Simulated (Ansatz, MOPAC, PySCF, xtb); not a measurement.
Noncovalent pair: HF (SMILES F) (first 2 atoms) with C4H6 (SMILES C=CC=C); geometry from B3LYP-D3(BJ)/def2-TZVP, rigid monomers moved along the line of their centres of mass till H2···C3 is 2.01 Å.
(charge 0, multiplicity 1):
```xyz
12

F      0.53605     0.01969     0.24787
H      0.65459     0.24954     1.14775
C      1.13727     1.30462     2.78600
C      0.68990     0.11272     3.19962
C     -0.70259    -0.18923     3.48021
C     -1.13039    -1.38341     3.88976
H      0.46309     2.14155     2.64510
H      2.18820     1.48311     2.60278
H      1.39689    -0.70004     3.34185
H     -1.41335     0.61959     3.33929
H     -2.17577    -1.57365     4.09050
H     -0.44365    -2.20919     4.03400
```

```tsv
level	interaction energy (meV)	cost
PM3	1.0	-
PM7	44.0	-
GFN2-xTB	-199.9	-
HF/6-31G*	3.0	-
HF/6-31G* (no counterpoise)	-67.7	-
PBE-D4/def2-TZVPPD	-221.2	×1
BP86/6-31G* (no counterpoise)	-176.3	-
B3LYP/3-21G (no counterpoise)	-210.9	-
B3LYP/6-31G*	-95.3	-
B3LYP/6-31G* (no counterpoise)	-186.3	-
B3LYP/6-311+G** (no counterpoise)	-152.5	-
B3LYP/def2-TZVPPD	-129.5	×1
B3LYP-D3(BJ)/def2-TZVPPD	-199.9	×1
B3LYP-D4/def2-TZVPPD	-184.4	×1
PBE0/def2-TZVPPD	-184.5	×1
PBE0-D4/def2-TZVPPD	-216.4	×1
M06-2X/6-31G* (no counterpoise)	-210.4	-
wB97X-V/def2-TZVPPD	-191.6	×3
wB97M-V/def2-TZVPPD	-187.5	×4
CCSD(T)/aug-cc-pVDZ	-110.7	×10
```

The rows run from -221.2 (PBE-D4/def2-TZVPPD) to 44.0 meV (PM7). The dispersion term adds -70.3 in B3LYP-D3(BJ), -54.9 in B3LYP-D4, -31.9 in PBE0-D4. The 4 functionals in def2-TZVPPD without D3 or D4 span 62.1, from wB97X-V to B3LYP.

Counterpoise-corrected where a basis set is named; no monomer relaxation. Rows marked so take none.

Frozen-core correlation. Rows in 3-21G, 6-311+G**, 6-31G* carry no dispersion term and start afresh at each structure (6-31G* with six Cartesian d functions). The state that PM3, PM7 reach isn't checked; PM7 holds dispersion and hydrogen-bond terms.

Codes used: Ansatz (a first-principles code) with Gaussian orbitals; MOPAC for PM3, PM7 (differences of heats of formation); PySCF for 3-21G rows, 6-311+G** rows, 6-31G* rows, the dispersion terms; xtb for the GFN methods. Values without a source in brackets are computed.

Costs are rough ratios of core time to PBE/def2-TZVPPD (about 7 s over the structures, on one shared machine); a dash marks a level with no comparable run of its own.
